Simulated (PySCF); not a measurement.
**Cu²⁺: excitation energy**

Cu²⁺ [Ar] 3d9 (2D) → Cu²⁺ [Ar] 3d8 4p1 (high-spin determinant), as a difference of total energies. All numbers are calculated (PySCF 2.14, the spin-free X2C one-electron Hamiltonian (Gaussian nucleus), in aug-cc-pwCVTZ-DK with one added diffuse shell each of s, p, d, f, g type (11s10p8d5f4g, 152 functions)). Correlated levels: valence: [Ar] frozen; valence and next inner shell: [Ne] frozen; nothing frozen. The calculations carry no spin-orbit coupling.

```csv
method,excitation energy (eV)
UHF,12.957
LDA,15.345
PBE,14.753
PBE0,14.551
r2SCAN,14.100
MP2 (valence),15.222
SCS-MP2 (valence),15.140
MP2 (valence and next inner shell),15.735
SCS-MP2 (valence and next inner shell),15.489
MP2 (all electrons),15.763
SCS-MP2 (all electrons),15.503
```

How much does correlation contribute at MP2 (all electrons)?

15.763 − (12.957) = 2.806 eV, measured against UHF.

A first-order spin-orbit estimate (lowest level to lowest level, LS coupling) adds -0.020 eV.

The determinant of the upper state mixes LS terms, which raises its energy above the lowest term, most at the Hartree-Fock and MP2 levels.
